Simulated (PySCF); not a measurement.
## Sr⁺: ionisation energy

Sr⁺ [Kr] 5s1 [5s1/2^1, M_J = 1/2] → Sr²⁺ [Kr], as a difference of total energies. Computed with PySCF 2.14 in x2c-SVPall-2c, with the two-component X2C-1e Hamiltonian. Correlated levels: [Ar] 3d10 frozen; the 6 highest virtual spinors dropped. "Screened" scales the spin-orbit matrix elements by Boettger's factors to mimic the two-electron term; Breit and QED terms are absent.

```
                    method  ionisation energy (eV)  error (eV)
 GHF (screened spin-orbit)                  10.421      -0.609
GMP2 (screened spin-orbit)                  10.689      -0.341
```

Reference: 11.030 eV (measured; NIST Atomic Spectra Database, ionization energies).

Errors of the correlated levels include the incompleteness of this basis and the frozen core.
